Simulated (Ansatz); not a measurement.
Ba3Se2, relaxed as a singlet with RKS PBE0-D4/def2-SVP in Ansatz, starting from the GFN1-xTB geometry. Force threshold 0.02 eV/Å.

In the def2 sets Ba takes a core potential; there is no spin–orbit coupling. The structure comes from a short search, and lower isomers may exist.

Start:

Cartesian coordinates in Å:
```
Ba -1.2938 1.2988 -1.2372
Ba 1.3535 -1.5789 -0.8947
Ba 0.1920 0.6980 3.0304
Se 1.2599 1.1406 0.2204
Se -1.5116 -1.5585 -1.1190
```

Q: Estimate the energy that the relaxation releases and the steps that it takes.

A: 0.83 eV, in 12 steps; 59 s on 4 threads of Arm Neoverse V2 on a shared host. No frequencies were taken in this run, so the end may be a saddle point.

Q: Does the start keep its bonding?

A: Bonds formed: Ba3–Se5 (atoms count from 1). The end is the same structure that another start reached, the lowest one found.

Q: Predict the relaxed structure.

A: 
```csv
atom,x (Å),y (Å),z (Å)
Ba1,-1.2235,1.4281,-1.3747
Ba2,1.5119,-1.5153,-0.9197
Ba3,-0.2904,0.0866,2.3063
Se4,1.4412,1.3590,0.1242
Se5,-1.4392,-1.3584,-0.1361
```
Bond lengths (bridged metal pairs left out): 6 × Ba–Se 3.06 Å.
